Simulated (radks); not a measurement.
Results of a calculation; reference values are marked as such.
Coulomb parameter of the 4d shell of the ruthenium ion Ru2+ in the model configuration [Kr] 4d4.5 5p1.5, as a second difference U = [E(n + 0.5) + E(n - 0.5) - 2 E(n)] / (0.5)^2 with all orbitals relaxed. "Bare": the charge of the atom changes with n. "Screened": the 5p shell takes up the change at fixed total charge, which measures U(4d,4d) + U(5p,5p) - 2 U(4d,5p). Level of theory: scalar-relativistic Kohn-Sham, PBEsol, spin-unpolarised, spherical densities, finite nucleus; Fermi nuclear charge, rms radius 4.4809 fm (a radial shooting solver on a logarithmic mesh with Libxc functionals).

| case | configuration | E - E(n) (eV) |
|---|---|---|
| start | [Kr] 4d4.5 5p1.5 | 0.000 |
| bare +0.5 | [Kr] 4d5 5p1.5 | -13.882 |
| bare -0.5 | [Kr] 4d4 5p1.5 | 17.125 |
| screened +0.5 | [Kr] 4d5 5p1 | -7.015 |
| screened -0.5 | [Kr] 4d4 5p2 | 7.716 |

U(bare) = 12.973 eV, U(screened by 5p) = 2.805 eV, against the Slater integral F0(4d,4d) = 17.175 eV with frozen orbitals.
